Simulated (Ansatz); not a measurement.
Stretching the Ga1–F4 bond in FGaH2 (SMILES [F][GaH2]) (multiplicity 1 held, fragments rigid). Energies count from the point at 1.770 Å.
Geometry at that point (charge 0, multiplicity 1):
```xyz
4

Ga    -0.1531    -0.2983     0.0991
H      0.6238    -1.0578     1.2132
H     -1.4763    -0.6025    -0.6615
F      0.6222     1.2119    -0.4027
```

U- levels take the lowest unrestricted solution at each point, which mixes spins at long bonds. Active spaces are followed from a long bond inwards. Curves can end on different states.

Frozen-core correlation. Filled d and f shells under p-block atoms count as core.

Codes used: Ansatz (Gaussian basis) for Hartree–Fock, density functionals and correlated methods. Values without a source in brackets are computed.

Problem. What energy at R = 5.665 Å does U-SCS-MP2/cc-pVDZ give?

Solution. 129.9 kcal/mol

Problem. What is the computed energy at R = 5.665 Å (U-CCSD(T)/cc-pVDZ)?

Solution. 126.1 kcal/mol

Problem. Predict the energy at R = 5.665 Å from FIC-MRCISD+Q on CASSCF(6,4)/cc-pVDZ.

Solution. 125.6 kcal/mol

Doubts at one or more of the structures used: a spin-contaminated determinant (U-SCS-MP2/cc-pVDZ, U-CCSD(T)/cc-pVDZ); active orbitals that take no part (FIC-MRCISD+Q on CASSCF(6,4)/cc-pVDZ).

Ansatz is a quantum-chemistry and plane-wave program.
